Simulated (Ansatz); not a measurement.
Ligand exchange: C2H7MgN + C5H11N → C2H8MgN2 + C5H10

Species: C2H7MgN `C[N](C)[MgH]`, singlet; C5H11N (cyclopentylamine) `NC1CCCC1`, singlet; C2H8MgN2 `C[N](C)[Mg][NH2]`, singlet; C5H10 `C1CCCC1`, singlet. The partners trade H for NH2: Mg–H and C–NH2 bonds give way to Mg–NH2 and C–H.

Shapes, held fixed at every level: PBE0-D4/def2-TZVP. Flexible molecules stand in one conformer, not always the lowest. Programs: Ansatz 0.2.0. Electronic energies: no zero-point or thermal term.

(1) Estimate ΔE of this reaction.

## Answers

(1) The highest level, CCSD(T)/def2-TZVPP, gives ΔE = -117.8 kJ/mol; the levels span -119.1 to -109.4. The column of differences is taken from that level and isn't an error. No measured value is set beside it here. Correlated rows may include outer-core shells of Mg, which these sets cover unevenly.

| level | kind | ΔE (kJ/mol) | less CCSD(T)/def2-TZVPP |
| --- | --- | --- | --- |
| HF/def2-TZVPP | Hartree–Fock | -114.9 | +2.9 |
| r2SCAN-D4/def2-TZVPP | meta-GGA | -119.1 | -1.3 |
| BHLYP-D4/def2-TZVPP | global hybrid | -115.8 | +2.0 |
| wB97M-V/def2-TZVPP | range-separated hybrid | -113.8 | +4.0 |
| CCSD/def2-SVP | coupled cluster or CI | -109.4 | +8.4 |
| CCSD/def2-TZVPP | coupled cluster or CI | -119.0 | -1.2 |
| CCSD(T)/def2-TZVPP | coupled cluster or CI | -117.8 | 0.0 |
